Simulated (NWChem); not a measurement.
## Basis-set convergence for BiCl3

SMILES: [Cl][Bi]([Cl])[Cl]
```xyz
4

Bi     0.0021     0.4468     0.0000
Cl    -1.0836    -0.7221     1.8710
Cl    -1.0836    -0.7221    -1.8710
Cl     2.1570    -0.7374     0.0000
```
Charge 0, spin multiplicity 1.

The numbers come from NWChem runs, not from measurements. All single points use one geometry, from PBE0/def2-SVP with def2 effective core potentials on Bi, a minimum by its harmonic frequencies.

Quantity: LUMO energy at the level PBE.

Effective core potentials replace the inner electrons of Bi; spin-orbit coupling is left out. The structure started from a generated list of species.

The cost column gives rough processor time relative to def2-SVP; each entry includes its own SCF.

```
basis       functions  LUMO energy (eV)  relative cost
----------  ---------  ----------------  -------------
def2-SVP           80             -2.97              1
def2-SVPD         113             -3.47        under 3
def2-TZVP         161             -3.19              5
def2-TZVPP        176             -3.19              5
def2-TZVPD        194             -3.34             10
```

Smallest basis within 0.1 eV of def2-TZVPD, the largest set run: no smaller one. def2-TZVPD isn't the basis-set limit itself, and a small set can land close by cancellation.
